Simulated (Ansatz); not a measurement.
`F[B]([SiH3])[AlH][AsH2]` + H₂O → `O[AsH2]` + `F[B]([AlH2])[SiH3]` at 600 K and 1 bar (formal hydrolysis of the As–Al bond).

Calculated with Ansatz (gas phase, PBE0-D4/def2-TZVP geometries, no zero-point term in ΔE). CBS: MP2 limit from def2 TZ/QZ plus the TZ coupled-cluster correction, frozen cores. This one scheme is used for every species. For As outer-core shells are correlated without core-valence functions, which leaves a few kJ/mol of doubt a bond. Scalar relativity is left out up to krypton. One conformer a species, not always the lowest.

```csv
species,CCSD(T)/CBS energy (Eh),H − E (kJ/mol),S (J/(mol·K))
`F[B]([SiH3])[AlH][AsH2]`,-2894.30843,219.9,558.8
H₂O,-76.37941,76.8,212.8
`O[AsH2]`,-2311.97217,108.4,309.7
`F[B]([AlH2])[SiH3]`,-658.67346,177.5,460.5
```

H − E and S are ideal-gas, rigid-rotor, harmonic terms from PBE0-D4/def2-TZVP, for one conformer and one mirror image of each species. 1 Eh = 2625.50 kJ/mol, R = 8.31446 J/(mol·K).

Problem. By hand: ΔE, ΔH, ΔS and ΔG.

Solution. ΔE = (-2311.97217) + (-658.67346) − (-2894.30843) − (-76.37941) = 0.04221 Eh = 110.8 kJ/mol. Δ(H − E) = 108.4 + 177.5 − 219.9 − 76.8 = -10.8, so ΔH = 100.0 kJ/mol. ΔS = 309.7 + 460.5 − 558.8 − 212.8 = -1.4 J/(mol·K). ΔG = 100.0 − 600 × (-1.4)/1000 = 100.8 kJ/mol.

Problem. By hand: the equilibrium constant, and the temperature at which ΔG would vanish if ΔH and ΔS stayed fixed.

Solution. log₁₀ K = −ΔG/(RT ln 10) = -8.8. ΔH and −TΔS have one sign here, so there is no such temperature.

The number of gas molecules stays the same, so ΔS is small and ΔH decides. A doubt of 5 kJ/mol in ΔE shifts log₁₀ K by 0.4 here. Other conformers and mirror images would add mixing entropy, several J/(mol·K) or more a flexible species. Modes under 60 cm⁻¹, often nearly free rotors, make the harmonic entropy too high. These are equilibria of isolated gas molecules and say nothing of rates. Largest T1 diagnostic: 0.015 (customary marks: 0.02 for closed shells, 0.045 for open ones).

ΔS is within the doubt of such terms, so its sign, and with it that verdict, could turn.
